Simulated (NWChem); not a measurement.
Species: MgSiH$_{3}$F; SMILES [F][Mg][SiH3]

```xyz
6

Mg    -0.0155     0.8445    -0.0002
F      0.1344     2.6017     0.0002
Si    -0.2308    -1.7043    -0.0007
H      0.4097    -2.3255    -1.2069
H     -1.6626    -2.1523     0.0052
H      0.4200    -2.3269     1.1992
```
Atoms are numbered in this order, from 1.

Structure relaxed at the PBE0/def2-SVP level.

List the 4 lowest vertical singlet excitations from PBE0/def2-SVPD, TDA (NWChem).


```tsv
state	energy (eV)	oscillator strength	leading excitation (squared amplitude)
S1	5.77	0.186	HOMO → LUMO+1 (0.95)
S2	5.77	0.183	HOMO → LUMO+2 (0.96)
S3	5.77	0.494	HOMO → LUMO (0.95)
S4	7.20	0.023	HOMO → LUMO+3 (0.91)
```
